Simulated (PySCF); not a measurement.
**The 2-electron isoelectronic series, spin-free X2C**

Calculated with PySCF 2.14 from differences of total energies of unrestricted determinants, without spin-orbit coupling. Each ion has its own even-tempered basis scaled to its charge (17s7p4d3f3g for the first); frozen: nothing. Ionisation energies in eV, correlation energies of the ion in mhartree.

```tsv
ion	configuration	UHF	MP2 (all electrons)	CCSD (all electrons)	CCSD(T) (all electrons)	CCSDT (all electrons)	FCI (all electrons)	LDA	E_corr MP2	E_corr CCSD(T)	NIST (with spin-orbit, Breit and QED)
Al¹¹⁺	1s2 (1S)	2085.4	2086.6	2086.7	2086.7	2086.7	2086.7	2075.1	-45.1	-46.0	2086.0 (t)
Si¹²⁺	1s2 (1S)	2437.3	2438.5	2438.5	2438.5	2438.5	2438.5	2425.9	-45.3	-46.2	2437.7 (t)
P¹³⁺	1s2 (1S)	2816.7	2818.0	2818.0	2818.0	2818.0	2818.0	2804.2	-45.5	-46.3	2816.9 (t)
S¹⁴⁺	1s2 (1S)	3223.9	3225.1	3225.1	3225.1	3225.1	3225.1	3210.2	-45.7	-46.5	3223.8 (t)
Cl¹⁵⁺	1s2 (1S)	3658.7	3660.0	3660.0	3660.0	3660.0	3660.0	3643.9	-46.0	-46.7	3658.3 (t)
K¹⁷⁺	1s2 (1S)	4611.9	4613.2	4613.2	4613.2	4613.2	4613.2	4594.8	-46.4	-47.0	4610.8 (t)
Ca¹⁸⁺	1s2 (1S)	5130.4	5131.7	5131.7	5131.7	5131.7	5131.7	5112.1	-46.6	-47.2	5128.9 (t)
Sc¹⁹⁺	1s2 (1S)	5676.9	5678.2	5678.2	5678.2	5678.2	5678.2	5657.4	-46.8	-47.4	5674.9 (t)
Ti²⁰⁺	1s2 (1S)	6251.6	6252.9	6252.9	6252.9	6252.9	6252.9	6230.9	-47.1	-47.6	6249.0 (t)
```

Question: Interpolate the row of Ar¹⁶⁺.

Answer: configuration 1s2 (1S); UHF 4121.4; MP2 (all electrons) 4122.6; CCSD (all electrons) 4122.7; CCSD(T) (all electrons) 4122.7; CCSDT (all electrons) 4122.7; FCI (all electrons) 4122.7; LDA 4105.4; E_corr MP2 -46.2; E_corr CCSD(T) -46.8; NIST (with spin-orbit, Breit and QED) 4120.7 (t).

Each ion has its own basis, which adds noise of up to about 0.1 % along the series.

NIST values marked (s) are semi-empirical, (t) theoretical. Open shells are high-spin determinants of the terms that Hund's rules give.
